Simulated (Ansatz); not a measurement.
`[NH2][AlH][SiH2]S`, relaxed with RKS PBE-D4/def2-SVP in Ansatz 0.2.0 from a rough embedded geometry. The force threshold is 0.03 eV/Å; the program also tests the step.

The species carries charge 0 and has multiplicity 1.

Start:

```xyz
10

N     1.016   -2.026   -0.205
Al   -0.009   -0.881    0.816
Si   -0.102    1.397    0.220
S    -0.932    1.608   -1.672
H     1.994   -1.701   -0.251
H     0.678   -2.013   -1.220
H    -0.836   -1.432    2.102
H    -1.009    2.096    1.234
H     1.278    1.969    0.339
H    -2.079    0.983   -1.364
```

```csv
step,energy (eV),largest force (eV/Å),largest move (Å)
1,-26874.7546,1.914,0.000
2,-26875.0535,0.483,0.195
3,-26875.0775,0.400,0.189
4,-26875.1480,0.336,0.200
5,-26875.2207,1.349,0.195
6,-26875.3421,0.802,0.200
7,-26875.4379,1.014,0.199
8,-26875.5111,0.632,0.200
9,-26875.5728,0.314,0.200
10,-26875.6018,0.217,0.200
11,-26875.6140,0.171,0.110
12,-26875.6145,0.330,0.112
13,-26875.6227,0.162,0.043
14,-26875.6252,0.194,0.200
15,-26875.6318,0.033,0.151
16,-26875.6325,0.306,0.196
17,-26875.6377,0.089,0.050
18,-26875.6403,0.038,0.100
19,-26875.6410,0.127,0.139
20,-26875.6415,0.103,0.046
21,-26875.6424,0.026,0.027
```

End:

```xyz
10

N     1.282   -1.918    0.019
Al   -0.148   -0.919    0.405
Si   -0.033    1.513    0.237
S    -1.450    1.874   -1.406
H     2.218   -1.560   -0.193
H     1.269   -2.937   -0.078
H    -1.535   -1.673    0.673
H    -0.380    2.342    1.452
H     1.265    2.056   -0.307
H    -2.487    1.223   -0.803
```

It took 29 s on 2 threads of an Intel Xeon 6975P-C on a shared host, with 0.17 GiB of host memory at the peak.
